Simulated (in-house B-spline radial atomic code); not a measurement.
Successive ionisation energies of tungsten; each step leads to the configuration of the next row (after the last: bare). Dirac energy differences include first-order Breit, QED and recoil terms. NIST's values go from ground level to ground level; the uncertainty of those that are theory runs from under 0.1 % in few-electron ions to several per cent in heavy many-electron ones. Computed with a radial B-spline atomic code at the basis-set limit: Dirac-Hartree-Fock, average of the configuration, finite nuclei.

```json
{"ion": "W61+", "configuration": "[Ne] 3s2 3p1", "ionisation energy (eV)": "6481.5", "tabulated value (eV)": "6735", "tabulated kind": "semi-empirical", "computed minus tabulated (eV)": "-254", "highest orbital": "3p3/2", "largest mean radius (bohr)": "0.18374"}
{"ion": "W62+", "configuration": "[Ne] 3s2", "ionisation energy (eV)": "6996.9", "tabulated value (eV)": "7000", "tabulated kind": "semi-empirical", "computed minus tabulated (eV)": "-3", "highest orbital": "3s1/2", "largest mean radius (bohr)": "0.18306"}
{"ion": "W63+", "configuration": "[Ne] 3s1", "ionisation energy (eV)": "7130.5", "tabulated value (eV)": "7130", "tabulated kind": "semi-empirical", "computed minus tabulated (eV)": "0", "highest orbital": "3s1/2", "largest mean radius (bohr)": "0.18228"}
{"ion": "W64+", "configuration": "[He] 2s2 2p6", "ionisation energy (eV)": "16065.6", "tabulated value (eV)": "15566", "tabulated kind": "semi-empirical", "computed minus tabulated (eV)": "500", "highest orbital": "2p3/2", "largest mean radius (bohr)": "0.075624"}
{"ion": "W65+", "configuration": "[He] 2s2 2p5", "ionisation energy (eV)": "16415.7", "tabulated value (eV)": "15896", "tabulated kind": "semi-empirical", "computed minus tabulated (eV)": "520", "highest orbital": "2p3/2", "largest mean radius (bohr)": "0.075293"}
{"ion": "W66+", "configuration": "[He] 2s2 2p4", "ionisation energy (eV)": "16769.3", "tabulated value (eV)": "16252", "tabulated kind": "semi-empirical", "computed minus tabulated (eV)": "517", "highest orbital": "2p3/2", "largest mean radius (bohr)": "0.074965"}
{"ion": "W67+", "configuration": "[He] 2s2 2p3", "ionisation energy (eV)": "17126.1", "tabulated value (eV)": "16588", "tabulated kind": "semi-empirical", "computed minus tabulated (eV)": "538", "highest orbital": "2p3/2", "largest mean radius (bohr)": "0.074638"}
{"ion": "W68+", "configuration": "[He] 2s2 2p2", "ionisation energy (eV)": "17486.4", "tabulated value (eV)": "18476", "tabulated kind": "semi-empirical", "computed minus tabulated (eV)": "-990", "highest orbital": "2p3/2", "largest mean radius (bohr)": "0.074313"}
{"ion": "W69+", "configuration": "[He] 2s2 2p1", "ionisation energy (eV)": "17850.0", "tabulated value (eV)": "18872", "tabulated kind": "semi-empirical", "computed minus tabulated (eV)": "-1022", "highest orbital": "2p3/2", "largest mean radius (bohr)": "0.07399"}
{"ion": "W70+", "configuration": "[He] 2s2", "ionisation energy (eV)": "19348.1", "tabulated value (eV)": "19362", "tabulated kind": "semi-empirical", "computed minus tabulated (eV)": "-14", "highest orbital": "2s1/2", "largest mean radius (bohr)": "0.073669"}
{"ion": "W71+", "configuration": "[He] 2s1", "ionisation energy (eV)": "19686.2", "tabulated value (eV)": "19686.74", "tabulated kind": "tabulated theory", "computed minus tabulated (eV)": "-1", "highest orbital": "2s1/2", "largest mean radius (bohr)": "0.073352"}
{"ion": "W72+", "configuration": "1s2", "ionisation energy (eV)": "79177.0", "tabulated value (eV)": "79181.94", "tabulated kind": "tabulated theory", "computed minus tabulated (eV)": "-5", "highest orbital": "1s1/2", "largest mean radius (bohr)": "0.018246"}
{"ion": "W73+", "configuration": "1s1", "ionisation energy (eV)": "80755.4", "tabulated value (eV)": "80755.91", "tabulated kind": "tabulated theory", "computed minus tabulated (eV)": "0", "highest orbital": "1s1/2", "largest mean radius (bohr)": "0.018138"}
```

Task: Where is the largest jump?

Result: From W71+ to W72+, by a factor of 4.02 (19686 to 79177 eV); the highest orbital goes from 2s1/2 to 1s1/2.

Where a p, d or f electron is removed, the computed value is a mean over both j, so it misses the tabulated one by a part of the spin-orbit splitting; averaging over terms and missing correlation add to the gap, relatively most at low charge.
